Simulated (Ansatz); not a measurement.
Two structures of AlNH$_{4}$F$_{2}$, closed shell, reached by relaxing down either side of one saddle point (PBE0-D4/def2-TZVP). Energies are electronic, without zero-point energy. Ansatz 0.2.0; basis: def2-TZVPP and def2-QZVPP; cores frozen in the correlated methods. Extrapolation: Hartree–Fock as exp(−7.88 √X), correlation as X^−2.97. First:

Al1  (0.146, -0.706, -0.045)
N2  (1.011, 0.767, -0.433)
F3  (-0.713, -1.495, -1.203)
F4  (0.364, -1.439, 1.410)
H5  (-1.578, 0.554, 0.638)
H6  (-1.896, -0.115, 0.785)
H7  (1.018, 1.200, -1.341)
H8  (1.649, 1.233, 0.190)
(Å)

Second:

Al1  (-0.500, -0.884, 0.225)
N2  (0.416, 0.876, -0.191)
F3  (-0.431, -1.522, -1.315)
F4  (0.646, -1.467, 1.288)
H5  (-0.139, 1.699, 0.017)
H6  (-1.924, -0.525, 0.807)
H7  (0.654, 0.893, -1.178)
H8  (1.278, 0.929, 0.345)
(Å)

(1) Which bonds change from the first to the second?

(2) Give the saddle point's structure and its height above each. (An estimate is asked for; the value comes from the calculation.)

The T1 diagnostic stays at or below 0.013.

## Answers

(1) AlNH₂F₂ ([NH2][Al]([F])[F]) + H₂ → AlHF₂ ([F][AlH][F]) + NH₃ (still joined by a long Al–N bond); bonds formed: Al1–H6, N2–H5; bonds broken: H5–H6; bonds weakened to dative contacts: Al1–N2.

(2) The calculation gives: 20.96 kcal/mol above the first and 36.71 kcal/mol above the second (CCSD(T) at an estimated basis limit (MP2 extrapolated from triple and quadruple zeta, plus CCSD(T) − MP2 in triple zeta)).
| atom | x (Å) | y (Å) | z (Å) |
| --- | --- | --- | --- |
| Al1 | -0.1396 | -0.8674 | 0.0760 |
| N2 | 0.5752 | 0.8160 | -0.2546 |
| F3 | -0.6333 | -1.6965 | -1.2554 |
| F4 | 0.4645 | -1.6392 | 1.3962 |
| H5 | -0.7324 | 0.7885 | 0.2847 |
| H6 | -1.4756 | 0.1862 | 0.6038 |
| H7 | 0.6561 | 1.1895 | -1.1910 |
| H8 | 1.2850 | 1.2230 | 0.3403 |

Labels in which every atom is bracketed show which atoms are joined, not bond orders.

For scale, one of the runs: CCSD(T)/def2-TZVPP, 191 basis functions, launched by `ansatz run in.yaml --threads 2 --pin off --events-out ev --progress --plain --max-ram 4352MiB`. Time: 77 s of wall clock on 2 CPU threads of an Intel Xeon Platinum 8488C; the host was shared. Peak host memory: 2.2 GiB.
